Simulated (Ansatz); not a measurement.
HClOSi, SMILES `O[Si]Cl` (excited triplet; H–O–Si–Cl torsion 91°) (charge 0, multiplicity 3). This triplet is an excited state, 2.64 eV above the relaxed singlet at the level frozen-core CCSD(T)/cc-pVTZ // PBE0-D3(BJ)/def2-TZVP (Ansatz, a program for electronic structure).

Z-matrix (Å, degrees):
```
Si
O 1 1.6493
H 2 0.9615 1 115.30
Cl 1 2.0559 2 118.69 3 -91.45
```
Charge 0, spin multiplicity 3.

Frozen-core energies in cc-pVDZ from Ansatz at a geometry from PBE0-D3(BJ)/def2-TZVP; the HF reference has <S^2> = 2.01 and the T1 diagnostic is 0.017.

| level | energy (Ha) |
|---|---|
| HF | -823.87843 |
| MP2 | -824.25764 |
| CCSD | -824.28049 |
| CCSD(T) | -824.28997 |

### Question
Estimate the energies of CCSDT and CCSDT(Q), and give each level's difference from CCSDT(Q).

### Answer

```json
[
 {"level": "MP2", "energy (Ha)": "-824.25764", "difference from CCSDT(Q) (mHa)": "34.28"},
 {"level": "CCSD", "energy (Ha)": "-824.28049", "difference from CCSDT(Q) (mHa)": "11.44"},
 {"level": "CCSD(T)", "energy (Ha)": "-824.28997", "difference from CCSDT(Q) (mHa)": "1.95"},
 {"level": "CCSDT", "energy (Ha)": "-824.29081", "difference from CCSDT(Q) (mHa)": "1.11"},
 {"level": "CCSDT(Q)", "energy (Ha)": "-824.29192", "difference from CCSDT(Q) (mHa)": "0.00"}
]
```
